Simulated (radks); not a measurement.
Neutral rhenium, configuration [Xe] 4f14 5d5 6s1 6p1 (not the ground configuration).

Method: scalar-relativistic Kohn-Sham, r2SCAN, spin-polarised, spherical densities, finite nucleus; open shells are filled with parallel spins first (spin-orbit coupling, left out, can overturn this in heavy ions); meta-GGA in the generalised Kohn-Sham scheme; Fermi nuclear charge, rms radius 5.3698 fm; computed with a radial shooting solver on a logarithmic mesh with Libxc functionals.

Energy parts (eV):
total: -454194.44
kinetic: 501761.26
electron-nucleus: -1124123.38
Hartree: 177178.61
exchange-correlation: -9010.93

Orbitals (lengths in bohr, moments of r in powers of bohr; <r^-3> diverges for s and p1/2):
orbital,occ.,eigenvalue (eV),<1/r>,<r^2>,<r>,<r^-3>
1s up,1,-71731.77,88.72,0.0004481,0.01804,-
1s down,1,-71731.77,88.72,0.0004481,0.01804,-
2s up,1,-12464.38,20.78,0.006875,0.07621,-
2s down,1,-12464.00,20.78,0.006875,0.07620,-
2p up,3,-10875.88,18.75,0.005710,0.06835,20810
2p down,3,-10875.59,18.75,0.005709,0.06835,20810
3s up,1,-2896.497,7.707,0.04448,0.1972,-
3s down,1,-2896.469,7.707,0.04448,0.1972,-
3p up,3,-2425.914,7.094,0.04534,0.1977,4678
3p down,3,-2425.856,7.094,0.04534,0.1977,4678
3d up,5,-1891.304,6.689,0.03766,0.1793,595.0
3d down,5,-1891.096,6.688,0.03766,0.1793,594.9
4s up,1,-611.1239,3.270,0.2190,0.4406,-
4s down,1,-610.8258,3.269,0.2191,0.4407,-
4p up,3,-456.0740,2.971,0.2494,0.4683,1089
4p down,3,-455.8129,2.970,0.2494,0.4684,1088
4d up,5,-260.5125,2.646,0.2896,0.5001,119.4
4d down,5,-260.1937,2.646,0.2893,0.4999,119.4
5s up,1,-89.2766,1.280,1.226,1.044,-
5s down,1,-86.7637,1.296,1.198,1.033,-
5p up,3,-50.8603,1.078,1.683,1.218,157.9
5p down,3,-47.3886,1.101,1.615,1.195,166.3
4f up,7,-43.9571,2.158,0.4238,0.5828,20.85
4f down,7,-43.3431,2.169,0.4131,0.5772,21.03
6s up,1,-8.2953,0.4356,9.762,2.929,-
5d up,5,-8.2438,0.7012,4.212,1.874,8.157
6p up,1,-2.5546,0.3074,19.75,4.127,11.30

The highest occupied level is 6p up at -2.555 eV. Summed over all electrons, <r^2> = 74.37 bohr^2, which gives a Langevin (diamagnetic) susceptibility term of -58.9 x 10^-6 cm^3/mol. Spin moment in Bohr magnetons: 7. The density falls to 0.001 e/bohr^3 at r = 4.85 bohr. The spin density at the nucleus is 79.6 e/bohr^3 (1s 0.4, 2s -2.8, 3s 1.2, 4s 4.8, 5s -28.6, 6s 104.6). The electron density at the nucleus is 1.648e+06 e/bohr^3 (large components only).
